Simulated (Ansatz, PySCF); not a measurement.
This PySCF input computes a CAM-B3LYP/def2-TZVPD energy:

```python
from pyscf import gto, scf, dft

mol = gto.M(
    atom='''
    Sn   -0.00000000   -0.00000000   -1.04855623
    Br    0.00000000    0.00000000    1.49793747
    ''',
    basis='def2-tzvpd',
    ecp='def2-tzvp',
    charge=0,
    spin=1,
    symmetry='C2v',
    verbose=4,
)

mf = dft.UKS(mol, xc='camb3lyp').density_fit(auxbasis='def2-universal-jkfit')
mf.grids.level = 3
mf.conv_tol = 1e-9
mf.max_cycle = 100
mf.max_memory = 1500
mf.kernel()
if not mf.converged:
    mf = mf.newton()
    mf.kernel(mf.make_rdm1())
mf.analyze()
```

Task: Write an input for the same energy in Ansatz (an electronic-structure program) and say what it gives.

Result: 
Ansatz 0.2 input:
```yaml
crystal:
  periodic: [false, false, false]
  atoms:
    - {symbol: Sn, position_ang: [-0.00000000, -0.00000000, -1.04855623]}
    - {symbol: Br, position_ang: [0.00000000, 0.00000000, 1.49793747]}
basis:
  gaussian:
    orbitals: def2-TZVPD
hamiltonian:
  xc: {name: CAM-B3LYP}
magnetization: {spin_polarized: true, initial_magnetization: 1}
output: {forces: true}
```
It gives -2788.60200 Eh, and PySCF -2788.60204 Eh, a difference of 0.04 mEh, from the treatment of integrals and grids.
